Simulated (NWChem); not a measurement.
GeSiH$_{3}$Cl$_{3}$; SMILES Cl[Si](Cl)(Cl)[GeH3]

All runs: NWChem. Pople sets run with spherical d functions. Structure relaxed at the PBE0/def2-SVP level. Static field.

### Question
Taking PBE0/aug-cc-pVDZ as the yardstick, which of these has the fewest basis functions while keeping “isotropic polarisability (bohr³)” within 5 % of it: PBE0/def2-SVPD; PBE0/def2-SVP; PBE0/6-31G*?

### Answer
PBE0/def2-SVPD.
```csv
level,basis functions,isotropic polarisability (bohr³),relative time (rough)
PBE0/6-31G*,110,78.6,2
PBE0/def2-SVP,119,78.2,1
PBE0/def2-SVPD,167,99.9,3
PBE0/aug-cc-pVDZ,171,100.1,10
```

The yardstick is one finite set, not the basis-set limit.
